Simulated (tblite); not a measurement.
Species: C₅H₇BF₄.
Numbering: `[CH3:1]/[C:2](=[CH:3]/[B:4]([F:5])[F:6])[CH2:7][CH:8]([F:9])[F:10]` (hydrogens: H11, H12, H13 on C1; H14 on C3; H15, H16 on C7; H17 on C8)

Computed with GFN2-xTB (tblite), gas phase: L-BFGS steps from a force-field or distance-geometry start until the largest atomic force falls under 0.01 eV/Å.

Step 45: E = -939.5117 eV
```
atom  x, y, z in Å  |  force x, y, z in eV/Å
C1     -0.2447    1.8096    0.8455    0.010  -0.008   0.009
C2      0.1729    0.6483    0.0015    0.002  -0.024   0.052
C3      1.4659    0.2990   -0.1055    0.004  -0.007  -0.003
B4      2.0756   -0.8835   -0.8772   -0.007   0.006  -0.010
F5      1.3820   -1.7906   -1.5526    0.006  -0.002   0.000
F6      3.3793   -1.0971   -0.8998   -0.013   0.000  -0.004
C7     -0.9404   -0.1303   -0.6434    0.037   0.012   0.003
C8     -1.3407   -1.2783    0.2796    0.015   0.011   0.005
F9     -1.7238   -0.8120    1.4937   -0.041   0.001   0.043
F10    -2.4085   -1.9455   -0.2122   -0.007  -0.010  -0.035
H11    -1.3118    1.8004    1.0354   -0.063  -0.015   0.026
H12     0.2793    1.7929    1.7972    0.032   0.019   0.022
H13     0.0070    2.7440    0.3493    0.016   0.054  -0.062
H14     2.1746    0.9176    0.4324    0.008   0.000  -0.020
H15    -0.6372   -0.5718   -1.5909    0.019   0.008  -0.024
H16    -1.8128    0.5061   -0.8027   -0.003  -0.021   0.006
H17    -0.5238   -1.9968    0.4398   -0.015  -0.023  -0.009
```

Step 46: E = -939.5122 eV
```
atom  x, y, z in Å  |  force x, y, z in eV/Å
C1     -0.2463    1.8003    0.8491   -0.008   0.045   0.019
C2      0.1748    0.6443   -0.0006   -0.013  -0.018   0.064
C3      1.4681    0.2961   -0.1071   -0.015   0.005   0.003
B4      2.0838   -0.8829   -0.8791   -0.003   0.014  -0.023
F5      1.3986   -1.7917   -1.5606   -0.002   0.002   0.008
F6      3.3890   -1.0884   -0.8974   -0.009  -0.007  -0.004
C7     -0.9387   -0.1309   -0.6494    0.029  -0.009   0.006
C8     -1.3496   -1.2710    0.2810    0.003   0.024   0.010
F9     -1.7215   -0.7939    1.4953   -0.048  -0.017   0.014
F10    -2.4280   -1.9294   -0.2027    0.035   0.013  -0.018
H11    -1.3110    1.7719    1.0620    0.011  -0.018   0.015
H12     0.2998    1.7993    1.7898    0.006   0.015  -0.014
H13    -0.0244    2.7394    0.3435    0.000   0.004  -0.044
H14     2.1734    0.9157    0.4338    0.022  -0.006  -0.015
H15    -0.6298   -0.5809   -1.5914    0.007   0.013  -0.015
H16    -1.8062    0.5114   -0.8200    0.024  -0.051   0.020
H17    -0.5391   -1.9975    0.4437   -0.037  -0.011  -0.027
```

Q: Estimate the geometry and energy of step 47. (The exact step hangs on the optimiser's Hessian estimate; all steps are aligned on step 46, rigid shifts and turns removed.)

A: E = -939.5129 eV, largest force 0.067 eV/Å
```
atom  x, y, z in Å  |  force x, y, z in eV/Å
C1     -0.2438    1.8036    0.8490   -0.005   0.025   0.006
C2      0.1740    0.6436    0.0025   -0.011  -0.010   0.052
C3      1.4668    0.2945   -0.1076   -0.025   0.015   0.009
B4      2.0838   -0.8844   -0.8785   -0.002   0.018  -0.025
F5      1.4025   -1.7950   -1.5610   -0.013   0.003   0.010
F6      3.3896   -1.0852   -0.8964   -0.001  -0.010  -0.003
C7     -0.9407   -0.1304   -0.6457    0.027  -0.018   0.012
C8     -1.3512   -1.2745    0.2803    0.006   0.022   0.010
F9     -1.7285   -0.8028    1.4950   -0.049  -0.008   0.011
F10    -2.4259   -1.9343   -0.2099    0.034   0.014  -0.015
H11    -1.3081    1.7791    1.0606   -0.012  -0.021   0.022
H12     0.3010    1.8056    1.7896    0.019   0.002   0.007
H13    -0.0186    2.7401    0.3418    0.003   0.023  -0.063
H14     2.1727    0.9166    0.4291    0.032  -0.006  -0.005
H15    -0.6322   -0.5771   -1.5894    0.006   0.012  -0.014
H16    -1.8088    0.5120   -0.8137    0.026  -0.053   0.021
H17    -0.5397   -1.9997    0.4442   -0.035  -0.007  -0.033
```

The energy changes by -0.0007 eV. The first-order estimate −F·Δx gives -0.0009 eV and the mean of the old and new forces, exact on a quadratic surface, -0.0007 eV. The step makes an angle of 75° with the force vector and moves no atom by more than 0.011 Å.

The cost below is that of the whole relaxation. Time: 0.92 s. Hardware: Arm Neoverse V1, one thread, shared host with 32 logical CPUs at a one-minute load of 10.
